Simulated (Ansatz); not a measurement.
Program: Ansatz 0.2.0.

A structure relaxed at PBE0-D4/def2-TZVP, charge 0, multiplicity 1:

Cartesian coordinates in Å:
```
O -0.9545 -1.5954 -0.8914
Si -0.2553 -1.0979 0.5116
C -0.1565 0.7843 0.5679
B 0.7826 1.2764 -0.5468
F 0.3410 1.2750 -1.8082
H -0.6790 -1.1678 -1.7043
H 1.1145 -1.6603 0.6712
H -1.1183 -1.6035 1.6045
H -1.1890 1.1198 0.4203
H 0.1886 1.0667 1.5661
H 1.9258 1.6026 -0.3909
```

Give its formula and SMILES.

CH6BFOSi, `O[SiH2]CBF`.

Summarise the bond lengths by kind.

1 × O–Si 1.645 Å; 1 × H–O 0.959 Å; 1 × C–Si 1.886 Å; 2 × H–Si 1.481 to 1.489 Å; 1 × B–C 1.538 Å; 2 × C–H 1.093 to 1.096 Å; 1 × B–F 1.336 Å; 1 × B–H 1.199 Å.
